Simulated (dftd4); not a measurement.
tin monoxide (OSn), singlet, at a GFN2-xTB geometry (such geometries of metal compounds can be far from the true shape); D4 for pbe (dftd4).

The dftd4 input:
```
$ dftd4 mol.xyz --func pbe --charge 0 --json dftd4.json --noedisp

# file mol.xyz
2

Sn    -0.00000000    -0.00000000    -0.24879316
O      0.00000000     0.00000000     1.55495727
```

Problem. Write the output that dftd4 gives for this input, abridged.

Solution. 
```
                    ____  _____ _____     ____  _  _
      -------------|  _ \|  ___|_   _|---|  _ \| || |------------
     |             | | | | |_    | | ___ | | | | || |_           |
     |             | |_| |  _|   | ||___|| |_| |__   _|          |
     |             |____/|_|     |_|     |____/   |_|            |
     |             ===================================           |
     |            E. Caldeweyher, S. Ehlert & S. Grimme          |
     |          Mulliken Center for Theoretical Chemistry        |
     |                    University of Bonn                     |
      -----------------------------------------------------------

Rational (Becke-Johnson) damping: pbe-D4-ATM
---------------------
  s6         1.0000
  s8         0.9595
  s9         1.0000
  a1         0.3857
  a2         4.8069
 alp        16.0000
--------------------

Dispersion energy:      -1.0023947998346E-03 Eh

[Info] JSON dump of results written to 'dftd4.json'
```
